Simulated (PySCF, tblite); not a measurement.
A database entry of computed molecular properties. Lists by class give the value and the number of equivalent atoms.

```json
{
 "formula": "C4H9ClSSi",
 "smiles": "Cl[SiH]1CCSCC1",
 "inchi": "InChI=1S/C4H9ClSSi/c5-7-3-1-6-2-4-7/h7H,1-4H2",
 "charge": 0,
 "multiplicity": 1,
 "geometry_level": "GFN2-xTB",
 "atoms_angstrom": [
  ["Cl", 0.145, -0.15, 2.76],
  ["Si", -0.074, -1.086, 0.976],
  ["C", -1.59, -0.346, 0.087],
  ["C", -1.307, 1.049, -0.455],
  ["S", 0.022, 1.052, -1.702],
  ["C", 1.453, 0.715, -0.627],
  ["C", 1.461, -0.712, -0.094],
  ["H", -0.234, -2.523, 1.19],
  ["H", -1.887, -0.986, -0.744],
  ["H", -2.446, -0.288, 0.763],
  ["H", -2.176, 1.456, -0.972],
  ["H", -1.015, 1.737, 0.339],
  ["H", 1.436, 1.445, 0.184],
  ["H", 2.324, 0.906, -1.254],
  ["H", 1.502, -1.398, -0.941],
  ["H", 2.378, -0.862, 0.479]
 ],
 "electronic_structure_code": "PySCF",
 "results": {
  "GFN2-xTB geometry": {
   "point_group": "Cs",
   "rotational_constants_GHz": [2.489, 1.027, 0.905]
  },
  "B3LYP/def2-SVPD ground state and vertical TDDFT (core frozen in the response)": {
   "dipole_D": 0.69,
   "homo_eV": -6.24,
   "lumo_eV": 0.14,
   "S1_eV": 5.35,
   "strongest_line_of_8_singlets_eV": 5.83,
   "T1_tda_eV": 4.99,
   "polarisability_au": 103.1,
   "r2_bohr2_about_centre_of_nuclear_charge": 1360.6,
   "singlets_eV_and_f": [
    [5.35, 0.001],
    [5.57, 0.01],
    [5.83, 0.02],
    [6.11, 0.019],
    [6.22, 0.013],
    [6.43, 0.01],
    [6.7, 0.011],
    [6.84, 0.009]
   ],
   "triplets_tda_eV": [4.99, 5.42, 5.6]
  },
  "PBE0/pcSseg-1 ground state and GIAO shieldings, non-relativistic": {
   "shift_vs_computed_TMS_C_by_class_ppm": [
    [33.7, 2],
    [22.6, 2]
   ],
   "shift_vs_computed_TMS_H_by_class_ppm": [
    [5.08, 1],
    [2.93, 2],
    [2.75, 2],
    [1.29, 2],
    [1.17, 2]
   ],
   "shielding_other_nuclei_by_class_ppm": [
    ["Si", 350.6, 1],
    ["S", 474.7, 1],
    ["Cl", 994.4, 1]
   ],
   "charges_hirshfeld_e_by_atom": [-0.12, 0.37, -0.17, -0.07, -0.02, -0.07, -0.17, -0.08, 0.04, 0.04, 0.05, 0.04, 0.04, 0.05, 0.04, 0.04]
  },
  "GFN2-xTB harmonic vibrations, gas phase": {
   "strongest_ir_bands_cm-1_km_per_mol_modes": [
    [604.2, 101.5, 1],
    [692.3, 132.8, 1],
    [803.5, 183.9, 1],
    [805.2, 67.2, 1],
    [2270.4, 288.4, 1],
    [2966.3, 67.7, 1]
   ],
   "zpe_kcal_per_mol": 76.2
  }
 }
}
```

With B = h/(8π²I), that is 505.379 GHz u Å² over I, the principal moments of inertia are 203.0, 492.2 and 558.5 u Å² (most abundant isotopes). The rotational constants make it an asymmetric top with κ = (2B − A − C)/(A − C) = -0.85, nearer the prolate limit (−1). The vertical singlet–triplet gap S1 − T1 is 0.36 eV (TDDFT singlet less Tamm–Dancoff triplet; S1: HOMO→LUMO+1, weight 0.96; T1: HOMO→LUMO+1, weight 0.89).

For the NMR shielding job (PBE0/pcSseg-1), on one thread of an Arm Neoverse N1, shared host, this took 54 s of wall time and 0.84 GiB of memory at its peak.

One conformer stands for the species.
